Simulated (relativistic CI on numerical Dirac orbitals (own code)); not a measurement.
## Lu57+: computed level list

Method of calculation: Dirac-Coulomb-Breit CI, KLI orbitals optimised for each configuration, model QED, unscaled Slater integrals (own radial code, finite nucleus).

Configurations in the expansion (outside the closed core [Ne]): 3s2.3p2, 3s2.3p.3d, 3s.3p3, 3s2.3d2, 3p4, 3s.3p2.3d, 3p2.3d2, 3s.3p.3d2, 3p3.3d, 3s2.3d.4s, 3s2.3d.4p, 3s.3p.3d.4s, 3p3.4s, 3s2.3p.4s, 3s.3p.3d.4p, 3p3.4p, 3s2.3p.4p, 3p2.3d.4s, 3s2.3p.4d, 3p2.3d.4p, 3s.3p2.4s, 3s2.3p.4f, 3s.3p2.4p, 3s.3p2.4d, 3s.3p2.4f, 3s2.4s2, 3s2.3p.5s, 3s2.3p.5p, 3s2.4s.4p, 3s2.3p.5d, 3s2.3p.5f, 3s2.3p.5g, 3s2.4p2, 3s.3p.4s2, 3s.3p2.5s, 3s.3p.4s.4p. Levels of other configurations are missing.

The lowest level is 3s2.3p2 3P_0, with 69 % of that term; Hund's rules for 3s2.3p2 give 3P with J = 0, in agreement.

```
No.      Configuration  Term  J  E (10³ cm⁻¹)   %  Next component (%)  Landé g
  1            3s2.3p2    3P  0           0.0  69               31 1S         
  2            3s2.3p2    3P  1        2290.8  99                        1.489
  3            3s2.3p2    1D  2        2363.6  64               35 3P    1.165
  4        3s.3p3(2P°)   3P°  2        3562.9  46              28 5S°    1.531
  5        3s.3p3(2D°)   3D°  1        3782.2  29              23 1P°    1.039
  6          3s2.3p.3d   3F°  2        3979.3  74              20 1D°    0.754
  7          3s2.3p.3d   3D°  1        4317.3  44              24 1P°    0.879
  8          3s2.3p.3d   3P°  2        4667.3  45              33 3D°    1.289
  9          3s2.3p.3d   3F°  3        4674.8  52              25 1F°    1.107
 10            3s2.3p2    3P  2        4709.0  63               35 1D    1.310
 11            3s2.3p2    1S  0        4867.9  68               30 3P         
 12  3s.3p2(1S)<2S>.3d    3D  1        5287.9  43               40 5F    0.433
 13  3s.3p2(1S)<2S>.3d    3D  2        5343.7  29               19 5F    1.134
 14        3s.3p3(2D°)   3D°  2        5795.1  50              44 5S°    1.521
 15        3s.3p3(2D°)   3D°  3        5934.8  93     4 3s2.3p.3d 3F°    1.310
 16  3s.3p2(1S)<2S>.3d    3D  3        5939.2  33               21 5D    1.349
 17        3s.3p3(2P°)   3P°  0        6026.3  86    13 3s2.3p.3d 3P°         
 18  3s.3p2(3P)<4P>.3d    3F  2        6049.6  28               23 3D    1.023
 19        3s.3p3(2P°)   3P°  1        6139.4  35              20 3D°    1.269
 20        3s.3p3(2D°)   1D°  2        6142.9  55    12 3s2.3p.3d 3D°    1.082
 21        3s.3p3(4S°)   3S°  1        6231.7  33              25 3P°    1.346
 22          3s2.3p.3d   3F°  3        6561.6  43              36 1F°    1.089
 23          3s2.3p.3d   3D°  2        6589.9  40       19 3s.3p3 1D°    1.059
 24          3s2.3p.3d   3P°  1        6595.3  47              32 3D°    1.121
 25          3s2.3p.3d   3P°  0        6604.1  86       13 3s.3p3 3P°         
 26          3s2.3p.3d   3F°  4        6909.4  99        1 3p3.3d 3F°    1.239
 27          3s2.3p.3d   3P°  2        6981.7  44              40 1D°    1.235
 28          3s2.3p.3d   3D°  3        7170.7  59              37 1F°    1.195
 29          3s2.3p.3d   1P°  1        7247.6  63              24 3P°    1.073
 30                3p4    3P  2        7349.1  23     21 3s.3p2.3d 5F    1.175
 31  3s.3p2(3P)<4P>.3d    5D  0        7404.6  74               16 3P         
 32  3s.3p2(3P)<4P>.3d    5D  1        7427.6  52               22 5F    1.143
 33  3s.3p2(3P)<4P>.3d    5F  3        7471.1  44               35 3F    1.135
 34                3p4    3P  2        7497.8  27     22 3s.3p2.3d 5F    1.180
 35                3p4    1S  0        7584.6  44               25 3P         
 36  3s.3p2(1D)<2D>.3d    3G  4        7602.2  30               29 3F    1.167
 37  3s.3p2(3P)<2P>.3d    3F  2        7710.8  59               11 3P    0.904
 38  3s.3p2(3P)<4P>.3d    3D  3        7761.7  32               19 5P    1.293
 39  3s.3p2(3P)<4P>.3d    5P  1        7800.2  31               28 3P    1.714
 40  3s.3p2(1D)<2D>.3d    3D  2        7811.4  27               24 5P    1.399
 41  3s.3p2(1D)<2D>.3d    3G  3        7838.2  46               21 1F    0.934
 42  3s.3p2(3P)<2P>.3d    3D  1        7850.6  43               20 1P    0.826
 43  3s.3p2(3P)<4P>.3d    5D  4        7941.7  47               35 5F    1.385
 44  3s.3p2(1D)<2D>.3d    3D  1        8033.9  51               19 3P    0.940
 45  3s.3p2(3P)<2P>.3d    3F  2        8061.2  33               16 1D    0.966
```

Energies count from the lowest computed level; ° marks odd parity. Percentages are summed over parent terms; the parents shown are those of the largest component, closed shells are left out there, and <> holds an intermediate term.

The mean weight of the leading LS term, summed over parents, in these 45 levels is 51 %, and that of the leading jj configuration (from the same eigenvectors) 90 %, so jj coupling describes them better and the LS labels are nominal.

At this charge energies of transitions that change n are usually good to better than 1 %, and those within a shell (Δn = 0) to a few per cent.

LS names give the leading component of a level, which can be under half, so a name can repeat, a term be missing and a line seem to break the LS rules.
